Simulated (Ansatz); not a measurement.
Reactions of CH7SbSi, SMILES `[SiH3][CH2][SbH2]`.

Isolated molecules relaxed with PBE0-D4/def2-TZVP in Ansatz; ΔE leaves out vibrations. CBS: MP2 limit from def2 TZ/QZ plus the TZ coupled-cluster correction, frozen cores. This one scheme is used for every species, atoms too. Functionals use def2-TZVPP. B3LYP here is the variant with VWN-RPA as its local correlation; programs differ in this. Open shells (•) are unrestricted, without spin–orbit coupling. Spin–orbit coupling would lower the free atoms: a little for C, Si. def2 core potentials past Kr. Bonds to Ga, Sb are less sure, by a few kJ/mol each and by 10 to 20 or more in all where they break to atoms, as the def2 sets lack core-valence functions. Scalar relativity is left out up to krypton. One conformer a species, not always the lowest.

```json
{"reaction": "`[SiH3][CH2][SbH2]` + H₂S → `S[CH2][SbH2]` + SiH₄", "B3LYP-D4 (kJ/mol)": "60", "ωB97X-V (kJ/mol)": "61", "CCSD(T)/CBS(def2) (kJ/mol)": "64"}
{"reaction": "`[SiH3][CH2][SbH2]` + `N[SiH3]` → `[SiH3][NH][SbH2]` + `C[SiH3]`", "B3LYP-D4 (kJ/mol)": "-13", "ωB97X-V (kJ/mol)": "-13", "CCSD(T)/CBS(def2) (kJ/mol)": "-7"}
{"reaction": "`[SiH3][CH2][SbH2]` + `[OH][GaH2]` → `[GaH2][O][SbH2]` + `C[SiH3]`", "B3LYP-D4 (kJ/mol)": "-28", "ωB97X-V (kJ/mol)": "-26", "CCSD(T)/CBS(def2) (kJ/mol)": "-19"}
{"reaction": "`[SiH3][CH2][SbH2]` + `N[SiH](F)S` → `N[Si](F)([SiH3])S` + `[CH3][SbH2]`", "B3LYP-D4 (kJ/mol)": "6", "ωB97X-V (kJ/mol)": "8", "CCSD(T)/CBS(def2) (kJ/mol)": "14"}
{"reaction": "`[SiH3][CH2][SbH2]` → C• + 7 H• + Sb• + Si•", "B3LYP-D4 (kJ/mol)": "2973", "ωB97X-V (kJ/mol)": "2989", "CCSD(T)/CBS(def2) (kJ/mol)": "2970"}
{"reaction": "`[SiH3][CH2][SbH2]` + `[NH2][Al]([OH])[SH]` → `[NH2][Al]([SH])[O][SiH3]` + `[CH3][SbH2]`", "B3LYP-D4 (kJ/mol)": "-112", "ωB97X-V (kJ/mol)": "-108", "CCSD(T)/CBS(def2) (kJ/mol)": "-106"}
{"reaction": "`[SiH3][CH2][SbH2]` + H₂ → `[CH3][SbH2]` + SiH₄", "B3LYP-D4 (kJ/mol)": "-19", "ωB97X-V (kJ/mol)": "-20", "CCSD(T)/CBS(def2) (kJ/mol)": "-14"}
{"reaction": "`[SiH3][CH2][SbH2]` → `[CH3][SbH][SiH3]`", "B3LYP-D4 (kJ/mol)": "-31", "ωB97X-V (kJ/mol)": "-27", "CCSD(T)/CBS(def2) (kJ/mol)": "-30"}
{"reaction": "`[SiH3][CH2][SbH2]` + HCl → `[Cl][SbH2]` + `C[SiH3]`", "B3LYP-D4 (kJ/mol)": "-87", "ωB97X-V (kJ/mol)": "-84", "CCSD(T)/CBS(def2) (kJ/mol)": "-75"}
{"reaction": "`[SiH3][CH2][SbH2]` + `CNC` → `CN(C)[SiH3]` + `[CH3][SbH2]`", "B3LYP-D4 (kJ/mol)": "-42", "ωB97X-V (kJ/mol)": "-40", "CCSD(T)/CBS(def2) (kJ/mol)": "-37"}
```

Largest T1 diagnostic: 0.016, for `[GaH2][O][SbH2]`.
